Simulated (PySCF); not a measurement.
H$_{4}$BFO$_{2}$Si (SMILES OB(O)[SiH2]F), singlet, at a GFN2-xTB geometry.

The PySCF input:
```python
from pyscf import gto, scf, mp

mol = gto.M(
    atom='''
Si   -1.12296787   -0.11751504   -0.11884325
F    -1.34641195    1.47958749    0.11874252
B     0.83566603   -0.39874629    0.01039385
O     1.46206360   -1.59760026   -0.10850121
O     1.68679180    0.63026003    0.23238238
H    -1.77740660   -0.34567376   -1.40957470
H    -1.98429809   -0.72044528    0.90139904
H     0.92900269   -2.37338390   -0.26562292
H     1.30278637    1.50087924    0.32590257
''',
    basis='cc-pvdz',
    verbose=4,
    max_memory=1800,
)

mf = scf.RHF(mol)
mf.kernel()

pt = mp.MP2(mf, frozen=9)
pt.kernel()
print('E(MP2) = %.10f' % pt.e_tot)
```

What does this run give for the SCF-reference Mulliken (on the basis functions themselves) charges in atom order, number of basis functions, nuclear repulsion energy?


| Property | Result |
|---|---|
| SCF-reference Mulliken (on the basis functions themselves) charges in atom order | Si1 0.69, F2 -0.48, B3 0.13, O4 -0.21, O5 -0.21, H6 -0.14, H7 -0.14, H8 0.17, H9 0.18 |
| number of basis functions | 94 |
| nuclear repulsion energy | 218.5708 Eh |
